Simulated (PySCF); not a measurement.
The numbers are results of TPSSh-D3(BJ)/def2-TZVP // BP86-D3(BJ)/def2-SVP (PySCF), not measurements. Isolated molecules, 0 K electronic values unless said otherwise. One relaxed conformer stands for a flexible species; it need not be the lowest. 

Reference species: [Ti(OH)4] (neutral, multiplicity 1).

| Quantity | Result |
|---|---|
| HOMO–LUMO gap | 6.26 eV |
| mean distance from the central atom to its bonded neighbours | 1.810 Å |

Changed species: [Nb(=O)(OH)3] (M = Nb, oxo; the reference has M = Ti).

What does the change do to the HOMO–LUMO gap and mean distance from the central atom to its bonded neighbours?

the HOMO–LUMO gap increases by 0.72 eV, to 6.98 eV; the mean distance from the central atom to its bonded neighbours rises by 0.058 Å, to 1.868 Å.
